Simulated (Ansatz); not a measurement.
Input file for Ansatz (an electronic-structure program): R-wB97X-V/def2-TZVPPD on CHN3 (a complex), monomers drawn apart or pushed together. Files ending in .json are basis or fitting sets from the Basis Set Exchange.

Ansatz 0.2 input:
```yaml
crystal:
  periodic: [false, false, false]
  atoms:
    - {symbol: N, position_ang: [0.06391486, 0.32300396, -1.09638648]}
    - {symbol: N, position_ang: [0.03054041, 0.11817665, -0.02597587]}
    - {symbol: C, position_ang: [-0.06983800, -0.50278541, 3.18184880]}
    - {symbol: N, position_ang: [-0.10505524, -0.72115928, 4.30665749]}
    - {symbol: H, position_ang: [-0.03696400, -0.29828432, 2.13385965]}
basis:
  gaussian:
    orbitals: def2-TZVPPD.json
hamiltonian:
  xc: {name: wB97X-V}
scf: {lower_state_search: off}
```

Output:

```
WARN ansatz: RAYON_NUM_THREADS=2 ignored (pool sized by the plan → 2); use --threads N
Functional definition: wB97X-V
these checks for a lower state are left out or cut short: stability, starts, cluster_reference, orbital_swaps, neighbouring_geometries, increment
integrals: 0.07 GiB planned
770 factors; their error is unknown
integrals: 0.10 GiB planned
190 factors; integrals over basis functions are off by at most 7.9e-5 eV
mean field: 0.68 GiB planned
mean field evaluation 1: about -5520.2058 eV, gradient 3.9e1 eV
mean field evaluation 2: about -5519.2833 eV, gradient 4.5e1 eV
mean field evaluation 4: about -5523.1302 eV, gradient 1.6e0 eV
mean field evaluation 8: about -5523.1382 eV, gradient 2.6e-2 eV
mean field evaluation 16: about -5523.1462 eV, gradient 4.6e-6 eV
mean field -5523.14622729 eV, -202.9718801298 hartree, gradient 2.9e-6 eV, S^2 0.000000; 0 other end points of the search recorded, 0 dependent functions left out
reference -5523.14622539 eV, -202.9718800602 hartree; 14, 14 occupied and 151, 151 virtual orbitals, 770 factors
Total energy: -5523.14622539 eV, -202.9718800602 hartree
Checks for a lower state left out: stability, starts, cluster_reference, orbital_swaps, neighbouring_geometries, increment
```

The calculation finished and met its thresholds.

Cost: about 2.8 core-seconds (a rough figure).
